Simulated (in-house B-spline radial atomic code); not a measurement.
The numbers below are computed, except where a source is named.
# Ga in an electron gas of r_s = 2.67: phase shifts, screening, friction and resistivity

A nucleus sits in a uniform electron gas with a rigid positive background. The Kohn-Sham equations are solved self-consistently in the spin-unpolarised LDA (PW92), non-relativistic, on B-splines with outgoing waves at the boundary and partial waves to l = 8. The model has no lattice, no bands and no magnetic solution. Atomic units; δ_l are the phase shifts at the Fermi level, counted so that each bound state adds π, and good to about 0.0005.

The density parameter is r_s = 2.67 bohr, near that of the valence electrons of Cu (1 per atom, density 8.96 g/cm³, mass 63.55 u, which gives r_s = 2.67).

```tsv
l	δ_l (rad)
0	10.3582
1	7.3348
2	3.2371
3	0.0177
4	0.0024
5	0.0003
6	0.0001
7	0.0001
8	0.0001
```

Bound levels below the band bottom (hartree): p -39.73, s -4.891, p -3.234, d -0.3875, s -0.05702 and deeper ones.

Q: Check the Friedel sum rule, and say where the screening charge sits.

A: k_F = (9π/4)^(1/3)/r_s = 0.71879. The rule is Z = (2/π) Σ (2l + 1) δ_l. The terms are s 6.594, p 14.008, d 10.304, f 0.079 and 0.019 beyond, in all 31.004 against Z = 31. Bound states hold 8 s, 12 p, 10 d electrons, so the scattering states carry 1.00 in all; where a term is smaller than its bound count, the bound level has drawn weight out of the band.

Q: Find the transport cross section and the electronic stopping of a 1 keV Ga ion (mass 69.72 u).

A: σ_tr = (4π/k_F²) Σ (l + 1) sin²(δ_l − δ_(l+1)). The terms for l = 0 to 3 are 0.0139, 1.3348, 0.0181, 0.0009, all together 1.3678, so σ_tr = 24.323 × 1.3678 = 33.269 bohr². With n = 3/(4π r_s³) = 0.01254, the friction coefficient is Q = n k_F σ_tr = 0.2999. For v well below v_F = 0.719, dE/dx = Q v; with 24801 eV per u at v = 1, v = √(1000/(24801 × 69.72)) = 0.0240, so dE/dx = 0.00721 hartree/bohr = 3.71 eV/nm. The largest term couples the p and d waves.

Q: What residual resistivity would 1 atomic per cent of such centres give in Cu?

A: Δρ = k_F n_i σ_tr/n in atomic units of 21.74 μΩ·cm. With one host atom per 1 electron, n_i/n = 0.01/1, so Δρ = 0.7188 × 0.01000 × 33.269 × 21.74 = 5.20 μΩ·cm. This is an atom added to the gas, as on an interstitial site.

Q: On a substitutional site the background of one host ion, a sphere holding 1 charge, is taken out. The phase shifts for l = 0 to 4 become 10.2040, 6.9948, 3.1756, 0.0068, 0.0010. What follows?

A: The Friedel sum is now 30.00, for Z − 1 = 30. The sum in σ_tr is 0.7930, so σ_tr = 19.29 bohr² and Δρ = 3.01 μΩ·cm per atomic per cent, 0.58 times the value above. A real host ion scatters too, so this model doesn't give zero even for the host's own atom.
